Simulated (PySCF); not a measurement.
## Working out the ionisation energy of Sc

Sc [Ar] 3d1 4s2 (2D) → Sc⁺ [Ar] 3d1 4s1 (3D). Computed with PySCF 2.14 in aug-cc-pVTZ-DK (8s7p5d3f2g, 93 functions), with the spin-free X2C one-electron Hamiltonian (Gaussian nucleus). Frozen: [Ar]. Energies in hartree (1 hartree = 27.21139 eV):

```csv
part,Sc (lower),Sc⁺ (upper)
UHF,-763.285058,-763.086983
CCSD correlation,-0.040169,-0.004691
(T),-0.001136,0.000000
```

Q: What does Hartree-Fock give?

A: (-763.086983) − (-763.285058) = 0.198075 hartree = 5.390 eV.

Q: What do CCSD and CCSD(T) give?

A: The CCSD correlation energies differ by 0.035478 hartree = 0.965 eV and the triples by 0.001136 hartree = 0.031 eV, so CCSD gives 6.355 eV and CCSD(T) 6.386 eV.

Measured between the centres of the two terms (NIST): 6.562 eV, so CCSD(T) (valence) is off by -0.176 eV.

What remains against the reference includes basis incompleteness, the frozen core and higher excitations.
